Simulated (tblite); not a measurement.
Compound: C3H12GaNSi.
Numbering: `[CH3:1][Ga:2]([CH3:3])[NH:4][CH2:5][SiH3:6]` (hydrogens: H7, H8, H9 on C1; H10, H11, H12 on C3; H13 on N4; H14, H15 on C5; H16, H17, H18 on Si6)

Computed with GFN2-xTB (tblite), gas phase: L-BFGS steps from a force-field or distance-geometry start until the largest atomic force falls under 0.01 eV/Å.

The end geometry, which sets the zero of energy:
```
atom  x, y, z in Å
C1     -0.8038    2.0232   -0.0085
Ga2    -1.0441    0.0117   -0.2307
C3     -2.8803   -0.8841   -0.2383
N4      0.2711   -1.2502   -0.4647
C5      1.7240   -1.2591   -0.5626
Si6     2.5040    0.4603   -0.3462
H7     -1.7815    2.4612    0.2093
H8     -0.1248    2.2760    0.8075
H9     -0.4206    2.4910   -0.9179
H10    -3.1893   -1.1390   -1.2559
H11    -3.6362   -0.2140    0.1790
H12    -2.8794   -1.8075    0.3471
H13    -0.0918   -2.1956   -0.5766
H14     2.0372   -1.6652   -1.5363
H15     2.1494   -1.9316    0.1975
H16     3.9550    0.2853   -0.4709
H17     2.0181    1.3631   -1.3992
H18     2.1841    0.9808    0.9908
```

**Question.** These geometries come from the run, each turned onto the end geometry. Order them by energy, lowest first.
A.
```
atom  x, y, z in Å
C1     -0.9217    2.0694   -0.3342
Ga2    -1.0158    0.0335   -0.3089
C3     -2.7357   -0.9326    0.2747
N4      0.2745   -1.0404   -1.1023
C5      1.7008   -1.2040   -0.8291
Si6     2.5075    0.3382   -0.0584
H7     -1.8723    2.4316   -0.7355
H8     -0.8175    2.4655    0.6777
H9     -0.1077    2.4577   -0.9466
H10    -3.3097   -1.2234   -0.6101
H11    -3.3631   -0.2531    0.8594
H12    -2.5538   -1.8342    0.8700
H13    -0.0861   -1.8951   -1.5257
H14     2.2258   -1.4439   -1.7666
H15     1.8701   -2.0669   -0.1611
H16     3.8275   -0.1211    0.3813
H17     2.6592    1.4098   -1.0478
H18     1.7092    0.8154    1.0865
```
B.
```
atom  x, y, z in Å
C1     -0.8358    2.0444   -0.3348
Ga2    -1.0166    0.0134   -0.3227
C3     -2.7811   -0.8880    0.1597
N4      0.2652   -1.2262   -0.7810
C5      1.7211   -1.1996   -0.8505
Si6     2.4466    0.3746   -0.0624
H7     -1.7654    2.4710   -0.7215
H8     -0.7019    2.4234    0.6814
H9     -0.0085    2.4027   -0.9474
H10    -3.3252   -1.2242   -0.7262
H11    -3.4250   -0.1864    0.6969
H12    -2.6117   -1.7590    0.7977
H13    -0.0893   -2.1325   -1.0801
H14     2.0716   -1.2909   -1.8907
H15     2.1299   -2.0713   -0.3180
H16     3.8437    0.0752    0.2674
H17     2.3783    1.4946   -1.0111
H18     1.6950    0.6850    1.1667
```
C.
```
atom  x, y, z in Å
C1     -0.8154    2.0619   -0.2149
Ga2    -1.0549    0.0376   -0.2527
C3     -2.8368   -0.9271    0.0266
N4      0.2416   -1.1944   -0.6830
C5      1.6975   -1.2069   -0.7661
Si6     2.5039    0.4062   -0.1645
H7     -1.7828    2.5253   -0.4265
H8     -0.4797    2.4244    0.7589
H9     -0.0996    2.3979   -0.9663
H10    -3.2657   -1.2380   -0.9285
H11    -3.5733   -0.2945    0.5270
H12    -2.7011   -1.8252    0.6349
H13    -0.1317   -2.1281   -0.8518
H14     2.0283   -1.4038   -1.7984
H15     2.0916   -2.0300   -0.1531
H16     3.9333    0.1248    0.0027
H17     2.3405    1.4925   -1.1417
H18     1.8952    0.7837    1.1210
```
D.
```
atom  x, y, z in Å
C1     -0.9163    2.1626   -0.2871
Ga2    -1.1012    0.1375   -0.4198
C3     -2.6421   -1.0405    0.2388
N4      0.2294   -0.8681   -1.2670
C5      1.5798   -1.1842   -0.7960
Si6     2.5018    0.3164   -0.0910
H7     -1.8077    2.6795   -0.6505
H8     -0.7533    2.4603    0.7515
H9     -0.0616    2.5073   -0.8713
H10    -3.3058   -1.4219   -0.5418
H11    -3.2694   -0.5220    0.9656
H12    -2.1967   -1.9077    0.7390
H13    -0.1662   -1.7126   -1.6854
H14     2.1505   -1.6186   -1.6276
H15     1.5371   -1.9694   -0.0252
H16     3.7424   -0.2151    0.4725
H17     2.7864    1.2824   -1.1499
H18     1.6841    0.9204    0.9687
```
E.
```
atom  x, y, z in Å
C1     -0.8315    2.0483   -0.0868
Ga2    -1.0436    0.0247   -0.2215
C3     -2.8616   -0.9015   -0.1443
N4      0.2686   -1.2329   -0.4925
C5      1.7152   -1.2446   -0.6503
Si6     2.5252    0.4345   -0.2772
H7     -1.8326    2.4883   -0.0234
H8     -0.2754    2.3494    0.8037
H9     -0.3275    2.4719   -0.9589
H10    -3.1993   -1.1782   -1.1469
H11    -3.6139   -0.2384    0.2862
H12    -2.8285   -1.8147    0.4542
H13    -0.1030   -2.1724   -0.6235
H14     1.9855   -1.5538   -1.6715
H15     2.1583   -1.9948    0.0219
H16     3.9734    0.2047   -0.2814
H17     2.1786    1.4159   -1.3161
H18     2.1031    0.9000    1.0518
```

**Answer.** E (0.006 eV), C (0.020 eV), B (0.038 eV), A (0.099 eV), D (0.175 eV).

In the order of the answer:

```tsv
step	E above end (eV)	largest force (eV/Å)	rms force component (eV/Å)	rms distance from end (Å)	rms bond change (Å)	bond most changed (Å)
126	0.006	0.06	0.017	0.136	0.001	C1–H7 +0.002
111	0.020	0.07	0.024	0.352	0.001	Ga2–C3 +0.002
80	0.038	0.06	0.015	0.524	0.002	Si6–H18 +0.004
45	0.099	0.11	0.043	0.623	0.006	Ga2–N4 +0.019
27	0.175	0.20	0.063	0.702	0.009	Ga2–N4 +0.033
```

The cost below is that of the whole relaxation. Hardware: Arm Neoverse V1, one thread, no GPU, shared host. Cost: 1.1 s.
